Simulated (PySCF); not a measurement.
A run for PySCF: R-HF/3-21G on H4S (a complex), monomers drawn apart or pushed together.

```python
from pyscf import gto, scf, dft, mp
from pyscf.data.elements import chemcore

mol = gto.M(
    atom='''
    S     0.49914149   -0.66804580    0.15842331
    H    -0.80797423   -0.94139000    0.29760072
    H     0.28396807    0.65722103    0.16768560
    H     0.10145309   -0.09794492    3.74221762
    H    -0.10814575    0.10352870    4.42850754
    ''',
    basis='3-21g',
    charge=0, spin=0, verbose=3, max_memory=1800)
mf = scf.RHF(mol)
mf.conv_tol = 1e-8
mf.max_cycle = 100
mf.kernel()
if not mf.converged:
    mf = mf.newton().run(mf.mo_coeff, mf.mo_occ)
```

Program output:

```
converged SCF energy = -397.827454274245
```

The run converged.

Cost: around 0.06 core-seconds (rough).
